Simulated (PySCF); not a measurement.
Species: CoCl3 (quintet state).
Bonds: Co1–Cl2, Co1–Cl3, Co1–Cl4.

A GFN2-xTB structure was refined with PBE0-D3(BJ)/def2-SVP geometry optimisation, gas phase (PySCF). Its GFN2-xTB values:

| coordinate | GFN2-xTB |
| --- | --- |
| Co1–Cl2 | 2.051 Å |
| Co1–Cl4 | 2.051 Å |
| Cl2–Co1–Cl3 | 120.0° |
| Cl3–Co1–Cl4 | 120.0° |

How do these coordinates change at the PBE0-D3(BJ)/def2-SVP level?

```csv
coordinate,PBE0-D3(BJ)/def2-SVP (Å or °),change
Co1–Cl4,2.109,+0.058
Co1–Cl2,2.107,+0.056
Cl3–Co1–Cl4,120.7,+0.7
Cl2–Co1–Cl3,119.4,-0.6
```

The energy falls by 1.9 kcal/mol over 6 energy and gradient evaluations, the largest force component goes from 0.0206 to 1.5e-04 Eh/bohr, and the atoms move by 0.050 Å rms after alignment. Among the bonds, Co1–Cl3 and Co1–Cl4 change most and about equally (+0.058 Å). Bonds longer at the end by more than 0.005 Å: 3 of 3; shorter: 0. Rotational constants go from 2290, 2290, 1145 to 2185, 2151, 1084 MHz.

The run used 85 basis functions and 79 SCF cycles in all.

Stationary, but not proved a minimum. ⟨S²⟩ = 6.010 (exact for a quintet: 6.00).

Caution for open-shell metal species: one SCF solution and one stationary point were followed, and a lower state or a bent or distorted shape isn't ruled out.
